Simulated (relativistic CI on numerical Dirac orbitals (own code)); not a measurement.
Au⁴⁺: L2,3 absorption edge

Computed with this model: Dirac-Coulomb-Breit CI, separate exchange-only KLI orbitals for each configuration, QED by a radiative potential, valence Slater integrals scaled by 0.9, multiplet model of core-to-valence dipole absorption; configurations [Xe] 4f14 5d7 → [He] 2s2 2p5 3s2 3p6 3d10 4s2 4p6 4d10 4f14 5s2 5p6 5d8; 10 K; Lorentzian 5 eV and Gaussian 1 eV FWHM. Energies are those of the free ion, without screening or charge transfer. The branching ratio is the share of the lower-energy edge in the whole absorption, uncertain by about 0.02 where the edges overlap. S is read from ⟨S²⟩ = S(S + 1).

Field parameters in Wybourne normalisation: D4h B²₀ = −7Ds, B⁴₀ = 21(Dq − Dt), B⁴₄ = 21√(5/14) Dq; Oh B⁴₀ = 21Dq, B⁴₄ = √(5/14) B⁴₀; Td as Oh with Dq negative (B⁴₀ = 21Dq, B⁴₄ = √(5/14) B⁴₀). The field is a parameter set, without covalency.

Computed curve for Oh, 10Dq = 37700 cm⁻¹, scaled to 100 at the maximum (points under 2 are left out and the grid is thinned):

```tsv
Energy (eV)	Intensity
11900.5	2.1
11901.5	2.3
11902.5	2.6
11903.5	2.9
11904.0	3.1
11905.0	3.5
11906.0	4.1
11907.0	4.7
11908.0	5.6
11909.0	6.7
11909.5	7.3
11910.5	9.0
11911.5	11.3
11912.5	14.5
11913.5	19.3
11914.5	26.6
11915.5	38.0
11916.0	45.8
11917.0	66.0
11918.0	87.5
11919.0	99.6
11920.0	96.6
11921.0	81.5
11921.5	71.7
11922.5	52.4
11923.5	37.0
11924.5	26.3
11925.5	19.3
11926.5	14.5
11927.5	11.2
11928.0	10.0
11929.0	8.0
11930.0	6.6
11931.0	5.5
11932.0	4.7
11933.0	4.0
11934.0	3.5
11934.5	3.3
11935.5	2.9
11936.5	2.5
11937.5	2.3
11938.5	2.0
13728.5	2.5
13729.0	2.8
13730.0	3.8
13731.0	5.3
13732.0	7.6
13733.0	11.0
13734.0	14.7
13735.0	17.2
13735.5	17.6
13736.5	16.6
13737.5	13.9
13738.5	10.5
13739.5	7.6
13740.5	5.4
13741.0	4.6
13742.0	3.4
13743.0	2.6
13744.0	2.0
```

The ground state has S = 0.63, and the centroid lies at 12198.49 eV.
